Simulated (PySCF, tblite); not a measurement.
Isomers of C6H10F2OSi, one GFN2-xTB conformer each. Single-point energies are computed at PBE0/pcSseg-1 (PySCF, gas phase, no added dispersion term), electronic only.

| SMILES | GFN2-xTB relative energy (kcal/mol) |
| --- | --- |
| FC(F)C[SiH2]O[C@]12C[C@H]1C2 | 0.0 |
| C=C(C)[C@]1(OC(F)F)C[SiH2]1 | 31.0 |

Conformers: `[F:1][CH:2]([F:3])[CH2:4][SiH2:5][O:6][C@:7]12[CH2:8][C@H:9]1[CH2:10]2` with F1–C2–C4–Si5 -55°, C2–C4–Si5–O6 -171°, C4–Si5–O6–C7 179°, Si5–O6–C7–C8 43°; `[CH2:1]=[C:2]([CH3:3])[C@:4]1([O:5][CH:6]([F:7])[F:8])[CH2:9][SiH2:10]1` with C1–C2–C4–O5 161°, C2–C4–O5–C6 -78°, C4–O5–C6–F7 -108°.

Question: What does PBE0/pcSseg-1 give for the same structures?

Answer: 
```tsv
SMILES	PBE0/pcSseg-1 E (Eh)	PBE0/pcSseg-1 (kcal/mol)	GFN2-xTB (kcal/mol)	point group
FC(F)C[SiH2]O[C@]12C[C@H]1C2	-798.27480	0.0	0.0	C1
C=C(C)[C@]1(OC(F)F)C[SiH2]1	-798.25830	10.4	31.0	C1
```

Both levels put the same isomer lowest. As drawn, the lower has an Si–O bond, which the higher lacks; the higher has a C=C bond outside aromatic rings, which the lower lacks.

Question: Which frontier levels, dipoles and rotational constants go with these structures?

Answer: 
```tsv
SMILES	HOMO (eV, PBE0/pcSseg-1)	LUMO (eV)	dipole (D)	A, B, C (MHz)
FC(F)C[SiH2]O[C@]12C[C@H]1C2	-6.73	0.43	2.14	3957, 416.4, 394.5
C=C(C)[C@]1(OC(F)F)C[SiH2]1	-6.67	-0.65	3.05	1452, 914.3, 670.5
```

Question: What happens when harmonic zero-point energies from GFN2-xTB frequencies are added?

Answer: 
```csv
SMILES,ZPE (kcal/mol),electronic (kcal/mol),with ZPE (kcal/mol)
FC(F)C[SiH2]O[C@]12C[C@H]1C2,91.4,0.0,0.0
C=C(C)[C@]1(OC(F)F)C[SiH2]1,90.4,10.4,9.3
```

The zero-point energies span 1.0 kcal/mol. The order is unchanged.
